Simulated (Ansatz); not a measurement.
Reaction (ligand exchange at the Al–C bond): `[OH][AlH]/[CH]=C/F` + H₂S → `[OH][AlH][SH]` + `C=CF`

Calculated with Ansatz (gas phase, PBE0-D4/def2-TZVP geometries, no zero-point term in ΔE). CBS: MP2 limit from def2 TZ/QZ plus the TZ coupled-cluster correction, frozen cores. This one scheme is used for every species. DFT in def2-TZVPP. Each species was taken in one conformer, which may not be the lowest.

```csv
species,r2SCAN-D4 energy (Eh)
`[OH][AlH]/[CH]=C/F`,-496.11388
H₂S,-399.37429
`[OH][AlH][SH]`,-717.71302
`C=CF`,-177.80964
```

Question: Work out ΔE.

Answer: ΔE = (-717.71302) + (-177.80964) − (-496.11388) − (-399.37429) = -0.03449 Eh = -0.94 eV. CCSD(T)/CBS gives -0.94 eV.

Largest T1 diagnostic among the species: 0.013.

In def2-TZVPP, CCSD(T) changes the Hartree–Fock value by +0.07 eV (the triples alone add +0.01 eV) and MP2 by +0.06 eV. Leaving LDA and LC-ωPBE aside and taking each functional with its dispersion term where it has one, the values, not all of them listed here, spread over 0.07 eV, from r2SCAN0-D4 to BLYP-D4. From BLYP to BHLYP (50 % exact exchange), in def2-TZVPP and without D4, ΔE moves by −0.04 eV.
